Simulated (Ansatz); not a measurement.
Cost and result up the ladder for SnHF3 (5 atoms). The state is a singlet with charge 0. Geometry: PBE0-D4/def2-TZVP.

```xyz
5

Sn   -0.0350    0.0870    0.0728
H    -0.5302    1.3191    1.1047
F     1.7789    0.2154   -0.4462
F    -1.0047    0.0208   -1.5493
F    -0.2091   -1.6423    0.8179
```

Ansatz on 4 threads of Arm Neoverse V1 on a shared host. Times are rough, and most runs start from the orbitals of an earlier one. ωB97M-V/def2-TZVP serves as the yardstick here, not as an exact answer. Differences are given only for rows in sets of like size (and for xTB, whose basis is part of the method), since another set adds its own error. Binding counts from free atoms at the same level (Sn triplet, H doublet, F doublet; other spins of the atoms weren't run), without zero-point energy or a counterpoise term.

In the def2 sets Sn takes a core potential; there is no spin–orbit coupling. B3LYP takes the VWN-RPA correlation. Correlated methods freeze 7 core orbitals; core or outer-core shells of Sn are correlated, in sets that lack core-valence functions.

Correlated methods converge slowly with the basis.

```json
{"level": "PBE-D4/def2-SVP", "functions": "73", "wall time": "0.5 s", "binding energy per atom (eV)": "3.28", "difference from ωB97M-V/def2-TZVP (eV)": "–"}
{"level": "LDA (SPW92)/def2-TZVP", "functions": "149", "wall time": "0.65 s", "binding energy per atom (eV)": "3.90", "difference from ωB97M-V/def2-TZVP (eV)": "0.63"}
{"level": "PBE0-D4/def2-SVP", "functions": "73", "wall time": "0.75 s", "binding energy per atom (eV)": "3.09", "difference from ωB97M-V/def2-TZVP (eV)": "–"}
{"level": "PBE-D4/def2-TZVP", "functions": "149", "wall time": "1 s", "binding energy per atom (eV)": "3.36", "difference from ωB97M-V/def2-TZVP (eV)": "0.09"}
{"level": "BLYP-D4/def2-TZVP", "functions": "149", "wall time": "1.1 s", "binding energy per atom (eV)": "3.30", "difference from ωB97M-V/def2-TZVP (eV)": "0.03"}
{"level": "MP2/def2-TZVP", "functions": "149", "wall time": "1.2 s", "binding energy per atom (eV)": "3.31", "difference from ωB97M-V/def2-TZVP (eV)": "0.04"}
{"level": "B3LYP-D4/def2-TZVP", "functions": "149", "wall time": "1.3 s", "binding energy per atom (eV)": "3.23", "difference from ωB97M-V/def2-TZVP (eV)": "-0.04"}
{"level": "PBE0-D4/def2-TZVP", "functions": "149", "wall time": "1.4 s", "binding energy per atom (eV)": "3.19", "difference from ωB97M-V/def2-TZVP (eV)": "-0.07"}
{"level": "BHLYP-D4/def2-TZVP", "functions": "149", "wall time": "1.4 s", "binding energy per atom (eV)": "3.03", "difference from ωB97M-V/def2-TZVP (eV)": "-0.23"}
{"level": "r2SCAN-D4/def2-TZVP", "functions": "149", "wall time": "2.1 s", "binding energy per atom (eV)": "3.29", "difference from ωB97M-V/def2-TZVP (eV)": "0.02"}
{"level": "ωB97X-V/def2-TZVP", "functions": "149", "wall time": "2.9 s", "binding energy per atom (eV)": "3.32", "difference from ωB97M-V/def2-TZVP (eV)": "0.05"}
{"level": "r2SCAN0-D4/def2-TZVP (with forces)", "functions": "149", "wall time": "2.9 s", "binding energy per atom (eV)": "3.13", "difference from ωB97M-V/def2-TZVP (eV)": "-0.14"}
{"level": "ωB97M-V/def2-TZVP", "functions": "149", "wall time": "4.3 s", "binding energy per atom (eV)": "3.27", "difference from ωB97M-V/def2-TZVP (eV)": "0.00"}
{"level": "CCSD(T)/def2-TZVPP", "functions": "157", "wall time": "43 s", "binding energy per atom (eV)": "3.19", "difference from ωB97M-V/def2-TZVP (eV)": "-0.07"}
```
